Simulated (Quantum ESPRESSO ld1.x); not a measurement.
Coherent X-ray form factor from a spherical all-electron density. All-electron calculation, Dirac Kohn-Sham, PBE, spin-unpolarised, spherical densities, point nucleus. Program: ld1.x of Quantum ESPRESSO 7.5.

sin(theta)/lambda (1/angstrom),f0 (electrons)
0.05,24.893
0.1,24.578
0.15,24.067
0.2,23.379
0.25,22.540
0.3,21.579
0.4,19.420
0.5,17.145
0.6,14.956
0.8,11.312
1,8.854
1.25,7.084
1.5,6.098
2,4.803

The species is in the configuration that NIST lists as its ground one. Which atom or ion scatters so?

Answer. The selenium ion Se9+, [Ar] 3d7. Extrapolating in s^2 from the first two rows gives f0(0) = 25.0, near the electron count 25; among species with that count, the fall with angle is slower the higher Z, and the table is that of Z = 34; from so few rows the species is fixed only to a neighbour or two.
